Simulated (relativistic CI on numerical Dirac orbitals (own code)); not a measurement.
## Hyperfine structure of Eu XVIII, mass number 151

Method of calculation: Dirac-Coulomb-Breit CI, separate exchange-only KLI orbitals for each configuration, QED by a radiative potential, unscaled Slater integrals (own radial code, finite nucleus).

Configurations in the expansion (outside the closed core [Ar] 3d10): 4s2.4p6.4d10, 4s2.4p6.4d9.4f, 4s2.4p5.4d10.4f, 4s2.4p6.4d9.5s, 4s2.4p6.4d9.5p, 4s.4p6.4d10.4f, 4s2.4p6.4d9.5d, 4s2.4p5.4d10.5s, 4s2.4p6.4d9.5f. Double excitations out of closed p, d and f shells are left out; levels of such configurations are missing from the list, as are those of other unlisted configurations, and high levels can miss mixing partners.

Nuclear spin I = 5/2, μ = 3.4635 μN, Q = 0.903 b (tables of Stone and Pyykkö). The electronic factors are computed for point nuclear moments, without core polarisation or the Bohr-Weisskopf and QED corrections.

```tsv
Level	E (cm⁻¹)	A (MHz)	B (MHz)
4s2.4p6.4d9.4f 3P°_1	1085573	490.7	748
4s2.4p6.4d9.4f 3P°_2	1101830	-121.1	1210
4s2.4p6.4d9.4f 3H°_6	1116209	3110	-6020
4s2.4p6.4d9.4f 3H°_5	1117958	4048	-6080
4s2.4p6.4d9.4f 3F°_3	1133788	3426	1180
4s2.4p6.4d9.4f 3F°_4	1142317	3096	1840
4s2.4p6.4d9.4f 3D°_1	1153015	-1999	1050
4s2.4p6.4d9.4f 3G°_5	1153396	3223	-3170
```

Levels with J = 0, under 50 % of one LS term, or S terms without an open s electron are left out. Small factors come from cancelling terms and can be off by tens of per cent or more.

At this charge energies of transitions that change n are usually good to better than 1 %, and those within a shell (Δn = 0) to a few per cent.

(1) Give the hyperfine levels of 4s2.4p6.4d9.4f 3H°_6 relative to its centre of gravity.

Answers

(1) With K = F(F + 1) − I(I + 1) − J(J + 1), E = AK/2 + B[¾K(K + 1) − I(I + 1)J(J + 1)]/[2I(2I − 1)J(2J − 1)]: F = 7/2: -56820, F = 9/2: -40980, F = 11/2: -22370, F = 13/2: -1441, F = 15/2: 21270, F = 17/2: 45140 MHz.

LS names give the leading component of a level, which can be under half, so a name can repeat, a term be missing and a line seem to break the LS rules.
